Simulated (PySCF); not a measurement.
The dipole of `CSCPC1CCC1` from its density and from atomic charges.

Coordinates (PBE0-D3(BJ)/def2-SVP, Å) and charges (e) from the PBE0/pcSseg-1 density (PySCF):

| atom | x | y | z | Mulliken | IAO | Hirshfeld | ESP-fitted |
| --- | --- | --- | --- | --- | --- | --- | --- |
| C1 | 3.526 | -1.059 | -0.265 | -0.3988 | -0.5044 | -0.1243 | -0.1398 |
| S2 | 2.283 | -1.007 | 1.042 | -0.0455 | +0.0940 | -0.0048 | -0.2516 |
| C3 | 1.626 | 0.660 | 0.781 | -0.5445 | -0.5230 | -0.1214 | -0.0949 |
| P4 | 0.646 | 0.781 | -0.806 | +0.3041 | +0.3242 | +0.0999 | -0.3731 |
| C5 | -0.864 | -0.142 | -0.277 | -0.5241 | -0.2903 | -0.0734 | +0.3608 |
| C6 | -1.717 | 0.290 | 0.937 | -0.1767 | -0.2619 | -0.0725 | -0.2616 |
| C7 | -2.974 | -0.090 | 0.130 | -0.2268 | -0.2538 | -0.0679 | -0.1071 |
| C8 | -2.129 | -0.040 | -1.157 | -0.1567 | -0.2534 | -0.0707 | -0.2800 |
| H9 | 3.077 | -0.847 | -1.246 | +0.1655 | +0.1563 | +0.0333 | +0.0708 |
| H10 | 3.939 | -2.078 | -0.275 | +0.1547 | +0.1642 | +0.0509 | +0.1320 |
| H11 | 4.342 | -0.347 | -0.068 | +0.1441 | +0.1462 | +0.0416 | +0.0738 |
| H12 | 0.996 | 0.876 | 1.658 | +0.1889 | +0.1575 | +0.0427 | +0.0802 |
| H13 | 2.447 | 1.395 | 0.772 | +0.1758 | +0.1519 | +0.0405 | +0.1586 |
| H14 | 0.133 | 2.100 | -0.578 | +0.0314 | -0.0422 | -0.0219 | +0.1076 |
| H15 | -0.551 | -1.194 | -0.169 | +0.1660 | +0.1486 | +0.0294 | +0.0301 |
| H16 | -1.542 | -0.226 | 1.893 | +0.1324 | +0.1318 | +0.0363 | +0.1038 |
| H17 | -1.654 | 1.378 | 1.108 | +0.1160 | +0.1265 | +0.0332 | +0.0747 |
| H18 | -3.305 | -1.115 | 0.358 | +0.1223 | +0.1345 | +0.0397 | +0.0585 |
| H19 | -3.845 | 0.578 | 0.196 | +0.1236 | +0.1307 | +0.0368 | +0.0681 |
| H20 | -2.203 | 0.941 | -1.654 | +0.1169 | +0.1284 | +0.0351 | +0.1118 |
| H21 | -2.285 | -0.822 | -1.915 | +0.1314 | +0.1340 | +0.0380 | +0.0771 |

Problem. Compute μ = Σ q r for each scheme (1 e·Å = 4.803 D) and compare with the dipole of the full density.

Solution. The full density gives (-0.30, 0.71, 0.00) D, 0.78 D in size; dipole vectors point from the negative to the positive end.

| scheme | μx | μy | μz | size (D) | share of the full size (%) | angle to the full dipole (°) |
| --- | --- | --- | --- | --- | --- | --- |
| Mulliken | 0.04 | 1.11 | -1.61 | 1.95 | 251 | 59 |
| IAO | 0.22 | -0.07 | -1.06 | 1.08 | 140 | 97 |
| Hirshfeld | 0.08 | 0.07 | -0.36 | 0.37 | 48 | 85 |
| ESP-fitted | -0.23 | 0.76 | 0.03 | 0.80 | 102 | 7 |

Problem. Which set comes closest?

Solution. Length of the difference vector: ESP-fitted 0.09 D, Hirshfeld 0.83 D, IAO 1.41 D, Mulliken 1.69 D. Closest: ESP-fitted. The schemes that divide the density aren't constrained to reproduce the dipole.

Problem. What is left for the Hirshfeld atoms' own dipoles?

Solution. The Hirshfeld atoms' densities add up to the full density, so μ = Σ q r + Σ (atomic dipoles). The atomic dipoles sum to (-0.30, 0.71, 0.00) − (0.08, 0.07, -0.36) = (-0.38, 0.64, 0.36) D, 0.83 D in size.

Problem. With the origin at the mean of the coordinates, (-0.003, 0.001, 0.022) Å, which are the largest single terms, by size, of the Hirshfeld dipole along the direction of the full one?

Solution. C1 +1.41, H10 -0.84, H11 -0.40, H19 +0.36, C7 -0.35 D; all 21 atoms together +0.03 D. The single terms depend on the origin, their sum doesn't.

Problem. Give the size of the full dipole in other units.

Solution. 0.78 D = 0.306 au = 0.162 e·Å = 2.59 × 10⁻³⁰ C·m.

One conformer (not necessarily the lowest) at the PBE0-D3(BJ)/def2-SVP geometry, without solvent, vibrations or thermal averaging.

Conformer computed: `[CH3:1][S:2][CH2:3][PH:4][CH:5]1[CH2:6][CH2:7][CH2:8]1`: C1–S2–C3–P4 70°, S2–C3–P4–C5 73°, C3–P4–C5–C6 58°.
